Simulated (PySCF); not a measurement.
Os2: from constants to spectrum

ωB97X constants of Os2, septet, unpaired electrons σ ↑, π ↑↑, δ ↑↑↑ (Os def2-TZVPP with ECP60; scalar-relativistic core potentials (PySCF 2.14); masses 191.9615 and 191.9615 u):

| Item | Value |
| --- | --- |
| ωe | 305.1 cm⁻¹ |
| ωexe | 0.326 cm⁻¹ |
| Be | 0.035901 cm⁻¹ |
| αe | 5.54e-05 cm⁻¹ |
| D (centrifugal) | 1.99e-09 cm⁻¹ |

(1) Give the vibrational terms G(v) and spacings up to v = 6.

De is left out where the level can put another filling of the metal’s s and d shells below the measured ground configuration, by anything from nothing to about 1 eV. Spin–orbit coupling is left out, which matters for elements this heavy, above all for dissociation energies. The state is the lowest single determinant that the PBE0 search found; with open d or f shells the true ground state can be another one.

## Answers

(1) G(v) = ωe(v+½) − ωexe(v+½)².

```tsv
v	G(v) (cm⁻¹)	G(v) − G(v−1)	Bv (cm⁻¹)
0	152.5		0.03587
1	456.9	304.4	0.03582
2	760.7	303.8	0.03576
3	1063.9	303.1	0.03571
4	1366.3	302.5	0.03565
5	1668.2	301.8	0.03560
6	1969.4	301.2	0.03554
```
